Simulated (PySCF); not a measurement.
**Bonding in `F[SiH2]CCS[SiH3]`**

C₂H₉FSSi₂.
SMILES with atom numbers: `[F:1][SiH2:2][CH2:3][CH2:4][S:5][SiH3:6]` (hydrogens: H7, H8 on Si2; H9, H10 on C3; H11, H12 on C4; H13, H14, H15 on Si6)

Geometry (GFN2-xTB, Å), atoms numbered from 1 in this order:
```xyz
15
C2H9FSSi2 angstrom
F     -3.0664   -0.4428    1.3828
Si    -2.5070    0.0961   -0.0274
C     -0.6852    0.5706    0.2329
C      0.1272   -0.5694    0.8179
S      1.8684   -0.1025    1.1608
Si     2.6837    0.0437   -0.8110
H     -3.3299    1.2486   -0.3556
H     -2.6600   -1.0333   -0.9327
H     -0.2436    0.8791   -0.7169
H     -0.6123    1.4291    0.9044
H      0.1447   -1.4338    0.1542
H     -0.2710   -0.8741    1.7848
H      2.2472    1.2832   -1.4508
H      4.1180    0.0136   -0.5997
H      2.1817   -1.1002   -1.5657
```

Bond orders from the PBE0/pcSseg-1 density (PySCF). The structure is a single GFN2-xTB conformer in the gas phase; no vibrational or solvent corrections.

Problem. Where do the orders between heavy atoms depart from those drawn in the SMILES?

Solution. The largest departure is 0.103, at Si2–C3 (drawn single, 0.897).

Problem. Give the Mayer order of every bond, beside its length.

Solution. 
```csv
bond,drawn as,length (Å),Mayer order
F1–Si2,single,1.610,0.910
Si2–C3,single,1.900,0.897
C3–C4,single,1.517,1.004
C4–S5,single,1.835,1.008
S5–Si6,single,2.139,0.970
Si2–H7,single,1.454,0.921
Si2–H8,single,1.456,0.920
C3–H9,single,1.092,0.932
C3–H10,single,1.092,0.941
C4–H11,single,1.090,0.934
C4–H12,single,1.089,0.938
Si6–H13,single,1.462,0.911
Si6–H14,single,1.450,0.950
Si6–H15,single,1.459,0.922
```

Problem. Sum the orders of all bonds at each heavy atom with more than one neighbour and set the sums beside the valence in the SMILES.

Solution. Si2 3.648 (drawn 4), C3 3.774 (drawn 4), C4 3.884 (drawn 4), S5 1.978 (drawn 2), Si6 3.753 (drawn 4). Orders between atoms that aren't bonded are not in these sums.

The Mayer order sums products of elements of PS (density times overlap matrix) between the two atoms' basis functions, so it depends on the basis set.
